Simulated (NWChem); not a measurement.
System: CH4AlFS; SMILES [CH3][Al]([F])[SH]

The following NWChem deck was run.

```
start job
memory heap 200 mb stack 900 mb global 1100 mb
geometry units angstroms noautosym nocenter noautoz
  Al    -0.052999     0.402604    -0.100781
  F     -1.566431     1.032336    -0.404402
  C      1.481572     1.583014    -0.022201
  H      1.594363     2.124366    -0.976099
  H      2.426411     1.058005     0.184622
  H      1.336143     2.344393     0.761924
  S     -0.024266    -1.759953     0.176008
  H      1.312411    -1.789736     0.377829
end
basis spherical
  Al library 6-31+g*
  F library 6-31+g*
  C library 6-31+g*
  H library 6-31+g*
  S library 6-31+g*
end
dft
  xc xcamb88 1.00 lyp 0.81 vwn_5 0.19 hfexch 1.00
  cam 0.33 cam_alpha 0.19 cam_beta 0.46
  iterations 150
end
property
  response 1 0.0
end
task dft property
```

Excerpt of the output:

```
             Northwest Computational Chemistry Package (NWChem) 7.3.0
             --------------------------------------------------------

                             Geometry "geometry" -> ""
                             -------------------------

 Output coordinates in angstroms (scale by  1.889725989 to convert to a.u.)

  No.       Tag          Charge          X              Y              Z
 ---- ---------------- ---------- -------------- -------------- --------------
    1 Al                  13.0000    -0.05299900     0.40260400    -0.10078100
    2 F                    9.0000    -1.56643100     1.03233600    -0.40440200
    3 C                    6.0000     1.48157200     1.58301400    -0.02220100
    4 H                    1.0000     1.59436300     2.12436600    -0.97609900
    5 H                    1.0000     2.42641100     1.05800500     0.18462200
    6 H                    1.0000     1.33614300     2.34439300     0.76192400
    7 S                   16.0000    -0.02426600    -1.75995300     0.17600800
    8 H                    1.0000     1.31241100    -1.78973600     0.37782900

 Effective nuclear repulsion energy (a.u.)     194.5770833057

                              NWChem Property Module
                              ----------------------

                                 NWChem DFT Module
                                 -----------------

 Summary of "ao basis" -> "ao basis" (spherical)
 ------------------------------------------------------------------------------
       Tag                 Description            Shells   Functions and Types
 ---------------- ------------------------------  ------  ---------------------
 Al                         6-31+g*                 10       22   5s4p1d
 F                          6-31+g*                  8       18   4s3p1d
 C                          6-31+g*                  8       18   4s3p1d
 H                          6-31+g*                  2        2   2s
 S                          6-31+g*                 10       22   5s4p1d

            General Information
            -------------------
          SCF calculation type: DFT
          Wavefunction type:  closed shell.
          No. of atoms     :     8
          No. of electrons :    48
           Alpha electrons :    24
            Beta electrons :    24
          Charge           :     0
          Spin multiplicity:     1
          Use of symmetry is: off; symmetry adaption is: off
          Maximum number of iterations: 150
          AO basis - number of functions:    88
                     number of shells:    44
          Convergence on energy requested:  1.00D-06
          Convergence on density requested:  1.00D-05
          Convergence on gradient requested:  5.00D-04

              XC Information
              --------------
                     Hartree-Fock (Exact) Exchange  1.000
                   CAM-Becke88 Exchange Functional  1.000
                      VWN V Correlation Functional  0.190 local
              Lee-Yang-Parr Correlation Functional  0.810

           Range-Separation Parameters
           ---------------------------
           Alpha           :  0.19
           Beta            :  0.46
           Gamma           :  0.33
           Short-Range HF  :     F

             Grid Information
             ----------------
          Grid used for XC integration:  medium
          Radial quadrature: Mura-Knowles
          Angular quadrature: Lebedev.
          Tag              B.-S. Rad. Rad. Pts. Rad. Cut. Ang. Pts.
          ---              ---------- --------- --------- ---------
          Al                  1.25       88          12.0       590
          F                   0.50       49          12.0       434
          C                   0.70       49          14.0       434
          H                   0.35       45          13.0       434
          S                   1.00       88          13.0       590
          Grid pruning is: on
          Number of quadrature shells:   454
          Spatial weights used:  Erf1

      Superposition of Atomic Density Guess
      -------------------------------------

 Sum of atomic energies:        -778.34977851

      Non-variational initial energy
      ------------------------------

 Total energy =    -779.425716
 1-e energy   =   -1464.401672
 2-e energy   =     490.398874
 HOMO         =      -0.345416
 LUMO         =      -0.020315

   convergence    iter        energy       DeltaE   RMS-Dens  Diis-err
 ---------------- ----- ----------------- --------- --------- ---------
 d= 0,ls=0.0,diis     1   -780.9581090955 -9.76D+02  1.25D-02  6.99D-01
 d= 0,ls=0.0,diis     2   -780.9569362487  1.17D-03  5.38D-03  1.05D+00
 d= 0,ls=0.0,diis     3   -781.0395731052 -8.26D-02  1.43D-03  1.38D-02
 d= 0,ls=0.0,diis     4   -781.0408203681 -1.25D-03  4.30D-04  1.20D-03
 d= 0,ls=0.0,diis     5   -781.0410028498 -1.82D-04  9.27D-05  4.48D-05
  Resetting Diis
 d= 0,ls=0.0,diis     6   -781.0410105636 -7.71D-06  4.43D-05  4.31D-06
 d= 0,ls=0.0,diis     7   -781.0410113919 -8.28D-07  1.13D-05  3.37D-07
 d= 0,ls=0.0,diis     8   -781.0410114184 -2.65D-08  5.16D-06  2.92D-07

         Total DFT energy =     -781.041011418379
      One electron energy =    -1468.047915506698
           Coulomb energy =      554.194293771783
    Exchange-Corr. energy =      -61.764472989189
 Nuclear repulsion energy =      194.577083305725

 Numeric. integr. density =       48.000005049667

                       DFT Final Molecular Orbital Analysis
                       ------------------------------------

 Vector   22  Occ=2.000000D+00  E=-4.275116D-01
              MO Center=  4.3D-01, -3.3D-02,  2.6D-02, r^2= 4.3D+00
   Bfn.  Coefficient  Atom+Function         Bfn.  Coefficient  Atom+Function
  ----- ------------  ---------------      ----- ------------  ---------------
    72      0.327099  7 S  py                 6      0.292369  1 Al s
    43     -0.265387  3 C  px                 7      0.228473  1 Al px
    25     -0.217600  2 F  px                70     -0.190691  7 S  s
    71      0.162341  7 S  px                74     -0.150350  7 S  s
    47     -0.146042  3 C  px                 2     -0.143377  1 Al s

 Vector   23  Occ=2.000000D+00  E=-3.632308D-01
              MO Center=  4.8D-01, -2.5D-01,  6.1D-02, r^2= 4.5D+00
   Bfn.  Coefficient  Atom+Function         Bfn.  Coefficient  Atom+Function
  ----- ------------  ---------------      ----- ------------  ---------------
    72      0.470689  7 S  py                 8     -0.273981  1 Al py
    43      0.238959  3 C  px                44      0.231360  3 C  py
    76      0.196525  7 S  py                68     -0.181352  7 S  py
    48      0.152701  3 C  py                47      0.138640  3 C  px
     7     -0.131182  1 Al px                71      0.120668  7 S  px

 Vector   24  Occ=2.000000D+00  E=-3.374871D-01
              MO Center= -1.6D-02, -1.6D+00,  1.6D-01, r^2= 1.8D+00
   Bfn.  Coefficient  Atom+Function         Bfn.  Coefficient  Atom+Function
  ----- ------------  ---------------      ----- ------------  ---------------
    73      0.653236  7 S  pz                77      0.368891  7 S  pz
    69     -0.249211  7 S  pz                 9      0.119341  1 Al pz
    71     -0.096795  7 S  px                72      0.082322  7 S  py
    27     -0.058869  2 F  pz                13      0.055843  1 Al pz
    75     -0.054662  7 S  px                19     -0.054359  1 Al d -1

 Vector   25  Occ=0.000000D+00  E=-6.587255D-03
              MO Center=  6.6D-01,  2.8D-01,  2.0D-02, r^2= 1.1D+01
   Bfn.  Coefficient  Atom+Function         Bfn.  Coefficient  Atom+Function
  ----- ------------  ---------------      ----- ------------  ---------------
    14      3.531741  1 Al s                 50     -1.918574  3 C  s
    78     -1.053849  7 S  s                 15      0.660478  1 Al px
    51      0.547886  3 C  px                80     -0.504708  7 S  py
    52      0.497308  3 C  py                46     -0.404615  3 C  s
    10      0.340364  1 Al s                 74     -0.241938  7 S  s

 Vector   26  Occ=0.000000D+00  E= 1.180393D-02
              MO Center=  1.6D-03,  3.9D-01, -9.2D-02, r^2= 6.1D+00
   Bfn.  Coefficient  Atom+Function         Bfn.  Coefficient  Atom+Function
  ----- ------------  ---------------      ----- ------------  ---------------
    17      0.614484  1 Al pz                 9      0.479827  1 Al pz
    13      0.442785  1 Al pz                81     -0.236675  7 S  pz
    73     -0.221141  7 S  pz                77     -0.206625  7 S  pz
    60      0.197893  4 H  s                 64     -0.197799  6 H  s
    35     -0.180397  2 F  pz                 5     -0.158656  1 Al pz

 Vector   27  Occ=0.000000D+00  E= 3.640106D-02
              MO Center=  7.7D-01,  3.3D-01,  3.0D-02, r^2= 1.6D+01
   Bfn.  Coefficient  Atom+Function         Bfn.  Coefficient  Atom+Function
  ----- ------------  ---------------      ----- ------------  ---------------
    50      2.859300  3 C  s                 16     -2.092655  1 Al py
    10     -1.146192  1 Al s                 78     -1.008730  7 S  s
    51     -0.888322  3 C  px                11     -0.737601  1 Al px
    52     -0.694661  3 C  py                14     -0.664990  1 Al s
    15     -0.652779  1 Al px                79      0.500242  7 S  px

[...]

 DFT Linear Response polarizability / au
 Frequency  =       0.0000000 / au
              X              Y              Z
 -----------------------------------------------
 X      48.8665852      4.3989017      0.4538505
 Y       4.3988768     64.9538099     -2.2337477
 Z       0.4538537     -2.2337440     42.4085038
 -----------------------------------------------
 Eigenvalues =      47.9141240     66.2550142     42.0597607
 Isotropic   =      52.0762996
 Anisotropic =      21.8640358
 -----------------------------------------------

 Magnetic Dipole Response Matrix (nonzero elements):

 Exiting AOResponse driver routine
```

Level: CAM-B3LYP/6-31+G* (spherical d). Structure relaxed at the PBE0/def2-SVP level.
